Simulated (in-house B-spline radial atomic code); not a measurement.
Tc⁺ is squeezed into an impenetrable sphere of radius R (the orbitals vanish at R). Level of theory: non-relativistic r2SCAN, spin-polarised, spherical fractional occupations, point nucleus; calculated with an all-electron radial atomic-structure program (B-spline basis).

Energies in eV above the free ion in [Kr] 4d5 5s1:

```
R (bohr)  highest level (eV)  [Kr] 4d5 5s1  [Kr] 4d5 5d1  [Ar] 3d9 4s2 4p6 4d5 4f1 5s1
    8.41               -11.9      0.008863         10.36                         277.6
    6.49               -11.7        0.1714         12.69                         279.9
     4.7               -9.25         2.423          21.5                         286.6
     4.3               -7.46         4.428         26.39                         290.2
    3.52               0.715         15.18         45.67                         304.8
    3.08                11.7         32.29         69.95                         324.6
    2.59                38.3         81.72         129.8                         377.5
    2.01                 124         292.6         355.3                         593.8
     1.8                 190         492.6         559.3                         797.5
    1.52                 347          1047          1112                          1362
```

Question: Does [Kr] 4d5 5d1 fall below [Kr] 4d5 5s1 under compression?

Answer: No, it stays above over the whole range.

Question: Does [Ar] 3d9 4s2 4p6 4d5 4f1 5s1 fall below [Kr] 4d5 5s1 under compression?

Answer: No, it stays above over the whole range.

The highest level is first positive in the row R = 3.52 bohr, pushed up by confinement above the zero of the free ion's potential. Each configuration is held fixed and needn't be the lowest in the sphere.
